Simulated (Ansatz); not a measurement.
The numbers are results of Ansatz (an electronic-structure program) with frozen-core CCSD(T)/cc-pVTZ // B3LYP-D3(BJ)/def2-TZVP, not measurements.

Ansatz 0.2 input:
```yaml
crystal:
  periodic: [false, false, false]
  atoms:
    - { symbol: N, position_ang: [-0.679483, -0.079917, 0.003407] }
    - { symbol: Al, position_ang: [1.004755, -0.608501, 0.227881] }
    - { symbol: H, position_ang: [-0.951272, 0.844649, -0.300433] }
    - { symbol: H, position_ang: [-1.497228, -0.649081, 0.157337] }
    - { symbol: H, position_ang: [2.123228, 0.492851, -0.088191] }
basis:
  gaussian: { orbitals: cc-pVTZ }
correlation:
  method: ccsd_t
magnetization:
  spin_polarized: true
  initial_magnetization: 1
```

Output:

```
Functional definition: HF
625 factors; integrals over basis functions are off by at most 1.0e-3 eV
mean field evaluation 1: about -8109.3815 eV, gradient 2.6e1 eV
mean field evaluation 2: about -8109.3872 eV, gradient 2.6e1 eV
mean field evaluation 4: about -8112.7903 eV, gradient 2.3e0 eV
mean field evaluation 8: about -8112.9004 eV, gradient 1.6e-1 eV
mean field evaluation 16: about -8112.8784 eV, gradient 6.7e-1 eV
mean field evaluation 32: about -8109.2238 eV, gradient 1.5e-2 eV
mean field evaluation 64: about -8108.2224 eV, gradient 4.0e-1 eV
mean field evaluation 96: about -8107.9474 eV, gradient 1.4e-2 eV
mean field -8112.90141038 eV, -298.1436277095 hartree, gradient 8.6e-6 eV, S^2 0.754954; 1 other end points of the search recorded, 0 dependent functions left out
determinant -8112.90141038 eV, -298.1436277095 hartree, with singles and doubles -8121.16785736 eV, -298.4474140326 hartree
determinant -8109.85629912 eV, -298.0317219345 hartree, with singles and doubles -8118.23718279 eV, -298.3397137289 hartree
6 core orbitals not correlated
reference -8112.90141038 eV, -298.1436277095 hartree; 6, 5 occupied and 94, 95 virtual orbitals, 625 factors
second order -7.65605295 eV of doubles, -0.00000000 eV of singles
cycle   1  -8.14723527 eV  change   -5.4e-1 eV  update   2.3e-2
cycle   2  -8.16704056 eV  change   -2.0e-2 eV  update   6.3e-3
cycle   3  -8.16815566 eV  change   -1.1e-3 eV  update   3.4e-3
cycle   4  -8.16933499 eV  change   -1.2e-3 eV  update   1.3e-3
cycle   5  -8.17000083 eV  change   -6.7e-4 eV  update   6.1e-4
cycle   6  -8.17009416 eV  change   -9.3e-5 eV  update   2.2e-4
cycle   7  -8.17010124 eV  change   -7.1e-6 eV  update   8.7e-5
cycle   8  -8.17013110 eV  change   -3.0e-5 eV  update   3.2e-5
cycle   9  -8.17011702 eV  change    1.4e-5 eV  update   1.3e-5
cycle  10  -8.17011373 eV  change    3.3e-6 eV  update   4.7e-6
perturbative correction -0.29242156 eV, -0.0107462942 hartree
Total energy: -8121.36394568 eV, -298.4546201454 hartree
```

Cost: about 20 core-seconds (a rough figure).
